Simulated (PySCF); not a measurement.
Nuclear repulsion and electron count by hand

System: HBr, charge +1, doublet, geometry from GFN2-xTB (a state made from the parent by changing its charge; the spin is typed, not shown lowest). Level: REVPBE/6-31G* (PySCF). Sums are taken with unrounded values, so a last digit can differ.

Coordinates (Å):

```
atom        x        y         z
----  -------  -------  --------
Br1   0.00000  0.00000  -0.04028
H2    0.00000  0.00000   1.40969
```

Question: Work out the nuclear repulsion energy and the numbers of alpha and beta electrons.

Answer: In atomic units each pair adds Z_i Z_j / r_ij, with r in bohr (1 bohr = 0.529177 Å).
| pair | r (Å) | r (bohr) | Z_i Z_j | term (Eh) |
|---|---|---|---|---|
| Br1-H2 | 1.4500 | 2.7400 | 35 | 12.7735 |
The sum is 12.7735 Eh; PySCF gives 12.7735 Eh. The atomic numbers add up to 36, so at charge +1 there are 35 electrons; multiplicity 2 means 1 unpaired, so 18 alpha and 17 beta.
